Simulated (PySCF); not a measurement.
Non-relativistic Hamiltonian, no solvent model, one conformer, rapidly exchanging positions averaged. PBE0/pcSseg-1 with gauge-including orbitals; structure optimised with GFN2-xTB; PySCF.

References, each an isolated molecule treated in the same way: 1H (σ = 31.72 ppm), 13C (σ = 186.93 ppm) against TMS. Shifts are as computed. Against solution values, carbons near 30 ppm lie about +3 ppm off and those near 130 ppm about +5 ppm. Of 1211 compounds with measured shifts, 218 miss one by over three times the rms of a fit or turn the order of signals round; such compounds aren't used in these exercises.

Q: Order these molecules by the shift of their most deshielded carbon, lowest δ first.
A. Cl[SiH2]n1ccnc1
B. O=Cc1ccccc1F
C. COC(F)(OC)OC

A: C (132.3 ppm, sp3 carbon bearing two oxygens), A (142.0 ppm, aromatic CH between two ring heteroatoms), B (190.4 ppm, aldehyde carbonyl carbon).

Q: Order these molecules by the shift of their most deshielded carbon-bound hydrogen, lowest δ first.
A. O=Cc1ccccc1F
B. Cl[SiH2]n1ccnc1
C. COC(F)(OC)OC

A: C (3.76 ppm, hydrogen on a methyl carbon bonded to O), B (7.56 ppm, hydrogen on an aromatic CH next to a ring nitrogen), A (10.68 ppm, hydrogen on an aldehyde carbonyl carbon).

Q: How many 13C and 1H signals does each give (equivalence by symmetry and fast rotation, but not about amide C–N or C=N bonds)? `O=Cc1ccccc1F`, `P#CP`, `Cl[SiH2]n1ccnc1`, `COC(F)(OC)OC`

A: O=Cc1ccccc1F: 7 C, 5 H; P#CP: 1 C, 1 H; Cl[SiH2]n1ccnc1: 3 C, 4 H; COC(F)(OC)OC: 2 C, 1 H.
